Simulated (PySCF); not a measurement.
Gas-phase reaction: 2 GeH₃ + Cl₂ = 2 GeHCl + 4 H

Method: PySCF energies (xtb for GFN2) plus ideal-gas RRHO corrections (1 bar). † marks an energy on the PBE0/def2-TZVP geometry and frequencies; other levels use their own. MP2 freezes the core. Open shells (unrestricted): GeH₃ (multiplicity 2), H (multiplicity 2); the rest are closed-shell singlets. GFN2 has no spin-polarisation term. Ge: all electrons, no relativistic terms. GeH₃, GeHCl: computed as isolated molecules; such fragments, hydroxides, amides, oligomers or adducts are transient or little studied in the gas. MP2 isn't extrapolated to the basis-set limit.

GFN2-xTB gives ΔH°(298 K) = 470 kJ.

### Question
What do PBE0/def2-TZVP, MP2/def2-TZVPP†, PBE0/def2-QZVP† give?

### Answer
PBE0/def2-TZVP: 517 kJ; MP2/def2-TZVPP†: 498 kJ; PBE0/def2-QZVP†: 522 kJ. For scale, ΔH°(298 K) is 470 kJ at this level, 519 kJ at ωB97M-V/def2-TZVP†, and runs from 354 to 602 kJ over the 20 levels computed († marks an energy on the PBE0/def2-TZVP geometry).
